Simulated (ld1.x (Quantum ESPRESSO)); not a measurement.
## What one change does to a pseudopotential (lead, RRKJ)

Pb (Z = 82), norm-conserving RRKJ (Kleinman–Bylander form), made with ld1.x (Quantum ESPRESSO) 7.5 (PW91, scalar-relativistic). Core [Xe] 4f14 5d10, reference 6s1.5 6p2.5. Waves: 6s (bound): rc 1.90 bohr; 6p (bound): rc 1.95 bohr. Local part: all-electron potential smoothed inside 1.45 bohr (lloc = -1). Core correction: none. rho0 = 0.005.

All-electron outer shells of the reference configuration (PW91, scalar-relativistic, ld1.x):

| shell | level (eV) | outermost node (bohr) | outermost maximum (bohr) |
| --- | --- | --- | --- |
| 5p | -86.81 | 0.49 | 0.88 |
| 5d | -22.07 | 0.52 | 1.07 |
| 6s | -12.68 | 1.01 | 1.95 |
| 6p | -3.92 | 1.18 | 2.63 |

Change: core correction a·sin(br)/r model core inside 1.16 bohr.

Cutoffs: the cutoffs (Ry, on a coarse ladder) from which the occupation-weighted sum of valence levels, in a spherical-Bessel basis at the reference potential, stays within 10 and 1 mRy of its value at 400 Ry; they do not see the model core or the augmentation charge, which bear on the density cutoff. Errors are all-electron minus pseudo energies relative to the spin-unpolarised reference configuration.

Question: What does the change do?

Answer: The potential gets neither clearly harder nor softer (30 Ry and 45 Ry → 30 Ry and 45 Ry); both files keep a bound ghost (d, p, s); of the 7 tests that both files solve, the error grows in 2 and shrinks in 5 by more than 15 % and 0.3 meV (median size 21.0 → 10.0 meV). A model core, the more so a compact one, raises the density cutoff, which this test does not measure.

| quantity | base | changed |
| --- | --- | --- |
| cutoff, loose | 30 Ry | 30 Ry |
| cutoff, tight | 45 Ry | 45 Ry |
| bound ghosts | s, p, d | s, p, d |
| error for 6s2 6p2, meV [ΔE -4.33 eV] | +11 | -7.4 |
| error for 6s2 6p1, meV [ΔE 2.30 eV] | +38 | -8.0 |
| error for 6s2 6p0, meV [ΔE 15.82 eV] | +127 | -78 |
| error for 6s0 6p4, meV [ΔE 13.56 eV] | +143 | -80 |
| error for 6s1 6p2, meV [ΔE 11.86 eV] | -6.9 | -46 |
| error for 6s2 6p1.5, meV [ΔE -1.82 eV] | +21 | -3.9 |
| error for 6s2 6p2.3, meV [ΔE -5.15 eV] | +7.1 | -10.0 |
| s: phases at 2.14 bohr within 0.05 rad from the reference energy up to (Ry; the scan ends near 5) | 3.3 | 3.3 |
| p: phases at 2.14 bohr within 0.05 rad from the reference energy up to (Ry; the scan ends near 5) | to the end of the scan | to the end of the scan |

 A true bound ghost makes a file unfit for plane-wave use even where its test errors are small: the radial tests pick states by their node count and pass the ghost by.
